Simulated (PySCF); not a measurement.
Record of a relaxation.

C10H14.
Atom-mapped SMILES: `[CH3:1][CH2:2][CH2:3][CH2:4][c:5]1[cH:6][cH:7][cH:8][cH:9][cH:10]1` (hydrogens: H11, H12, H13 on C1; H14, H15 on C2; H16, H17 on C3; H18, H19 on C4; H20 on C6; H21 on C7; H22 on C8; H23 on C9; H24 on C10)

Method: PBE0-D3(BJ)/def2-SVP geometry optimisation, gas phase in PySCF 2.14.0; density fitting, grid level 1; the optimiser is geomeTRIC in internal coordinates, started from a GFN2-xTB structure. 3 of its 5 geometries are shown. The frame can shift and turn from step to step; on so coarse a grid that alone can change the energy by a few meV, and forces under 0.02 eV/Å are noise.

Step 0: E = -10579.0765 eV, largest atomic force 0.874 eV/Å
```
atom  x, y, z in Å  |  force x, y, z in eV/Å
C1     -3.138    0.231    0.969    0.617  -0.303  -0.007
C2     -1.797   -0.411    0.632   -0.593   0.357  -0.533
C3     -1.565   -0.477   -0.875    0.467  -0.447   0.562
C4     -0.242   -1.164   -1.237   -0.210   0.580   0.109
C5      0.944   -0.362   -0.785   -0.281  -0.420  -0.207
C6      1.632   -0.686    0.377    0.037  -0.002   0.024
C7      2.708    0.076    0.799    0.051   0.017   0.075
C8      3.111    1.176    0.063    0.076   0.050   0.041
C9      2.434    1.508   -1.098    0.010   0.079  -0.034
C10     1.360    0.744   -1.517    0.024   0.031   0.003
H11    -3.287    0.269    2.045   -0.152   0.065   0.434
H12    -3.955   -0.337    0.529   -0.400  -0.185  -0.160
H13    -3.182    1.247    0.581   -0.091   0.448  -0.142
H14    -1.769   -1.422    1.045    0.119  -0.333   0.175
H15    -0.991    0.162    1.096    0.285   0.087   0.198
H16    -1.568    0.536   -1.285   -0.072   0.323  -0.204
H17    -2.387   -1.028   -1.340   -0.305  -0.108  -0.197
H18    -0.217   -2.155   -0.780    0.020  -0.334   0.061
H19    -0.200   -1.289   -2.322    0.052  -0.136  -0.303
H20     1.324   -1.545    0.956   -0.140  -0.377   0.233
H21     3.234   -0.192    1.704    0.220  -0.113   0.384
H22     3.951    1.772    0.391    0.359   0.247   0.137
H23     2.746    2.363   -1.680    0.136   0.362  -0.252
H24     0.840    1.004   -2.429   -0.229   0.111  -0.398
```

Step 2: E = -10579.1452 eV, largest atomic force 0.031 eV/Å
```
atom  x, y, z in Å  |  force x, y, z in eV/Å
C1     -3.280    0.181    0.882   -0.014   0.006   0.000
C2     -1.945   -0.464    0.546    0.016  -0.013   0.003
C3     -1.693   -0.575   -0.951   -0.014   0.022  -0.003
C4     -0.358   -1.228   -1.317    0.002  -0.008  -0.020
C5      0.841   -0.432   -0.875   -0.015  -0.019   0.015
C6      1.541   -0.763    0.290    0.021   0.016  -0.012
C7      2.625    0.002    0.719   -0.007   0.002  -0.008
C8      3.026    1.117   -0.014    0.010   0.009   0.004
C9      2.339    1.459   -1.178    0.000  -0.002   0.002
C10     1.257    0.691   -1.603   -0.003  -0.020   0.024
H11    -3.440    0.240    1.969    0.002   0.001   0.002
H12    -4.121   -0.387    0.452    0.004  -0.002   0.002
H13    -3.339    1.206    0.482    0.004  -0.002  -0.001
H14    -1.895   -1.473    0.995   -0.003   0.006  -0.002
H15    -1.126    0.110    1.011   -0.006   0.003  -0.002
H16    -1.737    0.433   -1.403   -0.001  -0.009  -0.002
H17    -2.511   -1.152   -1.418    0.002  -0.005   0.007
H18    -0.312   -2.236   -0.873   -0.003   0.006  -0.004
H19    -0.317   -1.368   -2.410    0.002   0.002  -0.002
H20     1.232   -1.639    0.868   -0.001   0.004  -0.003
H21     3.159   -0.276    1.631    0.002   0.003  -0.001
H22     3.876    1.718    0.319    0.002   0.002  -0.001
H23     2.650    2.328   -1.763    0.002   0.001   0.002
H24     0.725    0.962   -2.520    0.001  -0.001   0.004
```

Step 4: E = -10579.1454 eV, largest atomic force 0.022 eV/Å
```
atom  x, y, z in Å  |  force x, y, z in eV/Å
C1     -3.279    0.184    0.880    0.009  -0.004   0.001
C2     -1.944   -0.461    0.546   -0.009   0.011  -0.007
C3     -1.694   -0.580   -0.951    0.011  -0.009   0.005
C4     -0.358   -1.232   -1.316    0.000   0.010   0.009
C5      0.840   -0.436   -0.872    0.007   0.004   0.000
C6      1.550   -0.768    0.287    0.000  -0.009  -0.001
C7      2.632    0.000    0.714   -0.009   0.005  -0.016
C8      3.025    1.120   -0.015    0.006   0.004   0.002
C9      2.329    1.464   -1.174   -0.007  -0.018   0.010
C10     1.249    0.692   -1.595   -0.003   0.013  -0.004
H11    -3.437    0.251    1.967    0.000   0.001   0.003
H12    -4.120   -0.389    0.456   -0.003  -0.003  -0.001
H13    -3.341    1.206    0.472   -0.001   0.003  -0.002
H14    -1.891   -1.466    1.002    0.000  -0.008   0.001
H15    -1.126    0.119    1.006    0.005   0.004   0.003
H16    -1.741    0.425   -1.408   -0.001   0.006  -0.006
H17    -2.511   -1.161   -1.414   -0.005  -0.006   0.003
H18    -0.311   -2.241   -0.873   -0.006  -0.007   0.004
H19    -0.316   -1.371   -2.409    0.007   0.002  -0.004
H20     1.248   -1.648    0.864   -0.002  -0.004   0.004
H21     3.173   -0.280    1.622    0.001   0.000   0.001
H22     3.874    1.723    0.316    0.003   0.003   0.002
H23     2.633    2.338   -1.756    0.000   0.001  -0.001
H24     0.711    0.966   -2.507   -0.003   0.001  -0.006
```

**Question.** Summarise the path.

**Answer.** The energy falls by 6.65 kJ/mol from step 0 to step 4; nine tenths of that is first reached at step 1. It falls at every step. The largest force goes from 0.874 to 0.022 eV/Å. Among the bonds C1–H13 changes most (a near tie, within 0.001 Å, with another), from 1.088 to 1.102 Å; the atoms move by 0.043 Å rms after alignment.

**Question.** Follow the three bonds and two angles with the largest change from start to end.

**Answer.** 
```
step  E above end (kJ/mol)  largest force (eV/Å)  C1–H13 (Å)  C1–H12 (Å)  C1–H11 (Å)  H14–C2–H15 (°)  H16–C3–H17 (°)
   0                  6.65                 0.874       1.088       1.088       1.088           107.8           107.8
   1                  0.10                 0.162       1.103       1.103       1.101           105.7           106.0
   2                  0.02                 0.031       1.102       1.102       1.101           105.7           105.9
   3                  0.02                 0.055       1.102       1.102       1.100           105.7           105.9
   4                  0.00                 0.022       1.102       1.102       1.101           105.7           105.9
```

The cost below is that of the whole optimisation. The run took 2.0 min of wall time on Arm Neoverse V1, one thread, shared host, and the process peaked at 1.0 GiB of memory.
